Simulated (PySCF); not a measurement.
LiSn: energy against distance

Set-up: Li def2-SVPD, Sn def2-SVPD with ECP28; scalar-relativistic core potentials (PySCF 2.14). Energies in eV from Li + Sn in their ground configurations at the same level. State: ⁴Σ⁻ (quartet), unpaired electrons σ ↑, π ↑↑.

```csv
R (Å),UHF-MP2,UHF,UHF-CCSD(T)
2.227,-1.067,-0.683,
2.331,-1.267,-0.887,-1.238
2.435,-1.385,-1.008,-1.357
2.512,-1.432,-1.057,-1.405
2.590,-1.452,-1.078,-1.426
2.668,-1.451,-1.078,-1.427
2.771,-1.424,-1.052,-1.402
2.901,-1.360,-0.992,-1.341
3.056,-1.255,-0.892,-1.241
3.263,-1.090,-0.740,
```

Q: Put a parabola through the three lowest points of the UHF-MP2 curve and estimate Re, k and ωe (reduced mass 6.628 u; 1 eV/Å² = 0.16022 mdyn/Å; ωe = 1302.8·√(k/μ) cm⁻¹).

A: Through R = 2.512, 2.59, 2.668 Å the second-order coefficient is 1.73 eV/Å², so Re ≈ 2.625 Å, k ≈ 0.553 mdyn/Å and ωe ≈ 376 cm⁻¹. A polynomial fit of higher order to the unrounded UHF-MP2 energies gives Re = 2.623 Å, k = 0.513 mdyn/Å, ωe = 362 cm⁻¹; anharmonicity and rounding make the difference.

The higher-order fit for each curve: UHF-MP2: Re = 2.623 Å, ωe = 362 cm⁻¹, De = 1.45 eV; UHF: Re = 2.628 Å, ωe = 360 cm⁻¹, De = 1.08 eV; UHF-CCSD(T): Re = 2.629 Å, ωe = 357 cm⁻¹, De = 1.43 eV.

Correlated steps freeze 4 core orbitals. Correlated levels converge slowly with the basis: in double zeta they bind strong bonds too weakly, by up to about 1 eV, and carry superposition errors of some tenths. These are scalar-relativistic numbers at best; spin–orbit coupling would shift them, the dissociation energy most. The state was picked by a PBE0 search and need not be the measured ground state.
